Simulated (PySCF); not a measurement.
C3H7BrSi, SMILES Br[SiH](C)C=C.

Geometry: PBE-D3(BJ)/def2-SVP. One conformer was computed; it need not be the lowest.

Calculation: PBE-D3(BJ)/def2-SVP in PySCF 2.14.0.

Frequencies are harmonic and unscaled.

Question: List the normal modes with their intensities. (Estimate from the structure and the level; the computed values follow.)

Answer: 
```
mode  ν (cm⁻¹)  IR (km/mol)  moving atoms (share of kinetic energy)
----  --------  -----------  --------------------------------------
1           80          0.1                          C 58 %, H 39 %
2          130          0.5         C 50 %, Br 24 %, H 18 %, Si 9 %
3          161          0.3                          H 64 %, C 25 %
4          165          0.3                          H 65 %, C 23 %
5          212          0.7                 H 41 %, Si 29 %, C 27 %
6          340          6.7        C 43 %, Si 23 %, H 19 %, Br 16 %
7          411         27.4        Si 52 %, C 21 %, Br 14 %, H 13 %
8          483         12.7                          H 71 %, C 26 %
9          620          6.8                 C 44 %, H 40 %, Si 16 %
10         660         11.6                 H 66 %, C 24 %, Si 10 %
11         710         40.3                 H 49 %, C 27 %, Si 24 %
12         737         63.9                 H 64 %, C 21 %, Si 15 %
13         809        169.5                 H 68 %, Si 16 %, C 15 %
14         868        114.5                          H 79 %, C 13 %
15         951         20.8                          H 72 %, C 28 %
16         969         20.0                          H 83 %, C 15 %
17         993         13.7                                  H 94 %
18        1212         17.9                          H 78 %, C 21 %
19        1227          1.5                          H 73 %, C 27 %
20        1365         18.3                          H 86 %, C 14 %
21        1374          2.7                                  H 96 %
22        1381          2.8                                  H 96 %
23        1624          4.6                          C 88 %, H 12 %
24        2159        112.1                                  H 97 %
25        2976          1.5                                  H 97 %
26        3041          7.5                                  H 93 %
27        3056          8.4                                  H 93 %
28        3076          1.8                           H 91 %, C 9 %
29        3092          0.7                           H 91 %, C 9 %
30        3147          4.3                          H 89 %, C 11 %
```
